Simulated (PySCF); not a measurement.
One of the candidates below gave these computed data.

All candidates are C4H9NOSi.

* Rotational structure: rotational constants A, B, C: 4.361, 1.117, 1.086 GHz [GFN2-xTB]
* UV, first state: lowest singlet excitation: 4.02 eV (309 nm, f = 0.000) [TDDFT CAM-B3LYP/def2-SVPD]
* Triplet: lowest triplet excitation (Tamm–Dancoff): 3.41 eV [TDA CAM-B3LYP/def2-SVPD]
* 1H NMR: chemical shifts (computed TMS as zero) by class: 8.72 (1 H), 8.64 (1 H), 5.20 (2 H), 4.95 (1 H), 4.88 (1 H), 3.66 (3 H) ppm [GIAO PBE0/pcSseg-1]
* 13C NMR: chemical shifts (computed TMS as zero) by class: 172.6 (1 C), 170.4 (1 C), 100.4 (1 C), 55.6 (1 C) ppm [GIAO PBE0/pcSseg-1]
* Dipole: 1.30 D [CAM-B3LYP/def2-SVPD]
* UV, strongest line: among the 8 lowest singlet transitions: S4 at 6.38 eV (194 nm, f = 0.116) [TDDFT CAM-B3LYP/def2-SVPD]

The electronic properties come from PySCF, for the isolated species, density fitting. Levels stand in brackets. The structure is a single GFN2-xTB conformer in the gas phase; no vibrational or solvent corrections. GFN2-xTB frequencies show an imaginary mode (26i cm⁻¹), so this geometry is no minimum at that level. NMR values are class means; diastereotopic atoms form classes of their own.

Question: Which candidate is it?
A. `CC(=O)[SiH]1CNC1`
B. `C=N[SiH2]C(=C)OC`
C. `C=NC(=C)O[SiH2]C`
D. `C=C([SiH2]N)C(C)=O`

Answer: B. It is `C=N[SiH2]C(=C)OC`. Numbering: `[CH2:1]=[N:2][SiH2:3][C:4](=[CH2:5])[O:6][CH3:7]`. Its formula, C4H9NOSi, gives 2 degrees of unsaturation: 0 rings and 2 π bonds in the structure found. 4 carbons fall into 4 classes; from least to most shielded: vinylic carbon bearing oxygen [C4] (172.6 ppm), C=N carbon [C1] (170.4 ppm), terminal =CH2 carbon [C5] (100.4 ppm), methoxy carbon [C7] (55.6 ppm). Hydrogen classes from least to most shielded: 1 H on a C=N carbon, C1 (8.72 ppm), 1 H on a C=N carbon, C1 (8.64 ppm), 2 H on an SiH2 silicon, Si3 (5.20 ppm), 1 H on a terminal =CH2 carbon, C5 (4.95 ppm), 1 H on a terminal =CH2 carbon, C5 (4.88 ppm), 3 H on a methoxy carbon, C7 (3.66 ppm, a mean of values up to 0.6 ppm apart in this geometry). The optimised geometry has point group C1 and is an asymmetric top.

The others, at the same levels:
- `C=NC(=C)O[SiH2]C` fails: its computed 13C shifts are 164.1 (1 C), 152.5 (1 C), 101.6 (1 C), -3.4 (1 C) ppm, 1H shifts are 7.73 (1 H), 7.26 (1 H), 5.18 (1 H), 5.15 (2 H), 4.53 (1 H), 0.34 (3 H) ppm and rotational constant A is 3.893 GHz (against 4.361 GHz).
- `CC(=O)[SiH]1CNC1` fails: it has 3 carbon classes against 4; its computed 13C shifts are 243.3 (1 C), 44.7 (2 C), 39.7 (1 C) ppm, 1H shifts are 4.63 (1 H), 3.56 (2 H), 3.30 (2 H), 2.88 (3 H), 0.78 (1 H) ppm and rotational constant A is 3.933 GHz (against 4.361 GHz).
- `C=C([SiH2]N)C(C)=O` fails: its computed 13C shifts are 208.4 (1 C), 158.3 (1 C), 144.7 (1 C), 27.1 (1 C) ppm, 1H shifts are 6.85 (1 H), 6.66 (1 H), 5.04 (2 H), 2.40 (3 H), -0.04 (2 H) ppm and rotational constant A is 4.150 GHz (against 4.361 GHz).

Each candidate is one conformer, not necessarily the lowest. The conformers computed, where there is a choice (atom-mapped SMILES and torsion angles):
- `[CH2:1]=[N:2][SiH2:3][C:4](=[CH2:5])[O:6][CH3:7]`: C1–N2–Si3–C4 117°, N2–Si3–C4–C5 58°, Si3–C4–O6–C7 180°
- `[CH2:1]=[N:2][C:3](=[CH2:4])[O:5][SiH2:6][CH3:7]`: C1–N2–C3–C4 179°, N2–C3–O5–Si6 173°, C3–O5–Si6–C7 -178°
- `[CH3:1][C:2](=[O:3])[SiH:4]1[CH2:5][NH:6][CH2:7]1`: C1–C2–Si4–C5 -56°
- `[CH2:1]=[C:2]([SiH2:3][NH2:4])[C:5]([CH3:6])=[O:7]`: C1–C2–Si3–N4 -7°, C1–C2–C5–C6 16°, H–N4–Si3–C2 171°, H–N4–Si3–C2 -55°
